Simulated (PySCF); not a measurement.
**Electron correlation in Ti (titanium, neutral)**

[Ar] 3d2 4s2, high-spin 3F determinant. Computed with PySCF 2.14 in x2c-TZVPPall with one added diffuse shell each of s, p, d, f type (7s6p5d3f1g, 80 functions), with scalar relativity by spin-free X2C-1e. Frozen: [Ne]; 12 electrons correlated.

MP2 pair energies summed by pair of shells (mhartree):

```tsv
pair	energy	share (%)
3p-3p	-115.87	40.1
3p-3d	-64.86	22.5
3s-3p	-29.31	10.1
3p-4s	-22.29	7.7
4s-4s	-21.12	7.3
3d-4s	-14.20	4.9
3s-3d	-9.27	3.2
3s-3s	-5.89	2.0
3d-3d	-4.74	1.6
3s-4s	-1.29	0.4
```

Total MP2 correlation energy: -288.84 mhartree.

Same-spin part -81.28 and opposite-spin part -207.56 mhartree; SCS-MP2 scales them by 1/3 and 6/5 to -276.16 mhartree.

This basis was not built for core-valence correlation, so the inner-shell part is incomplete.
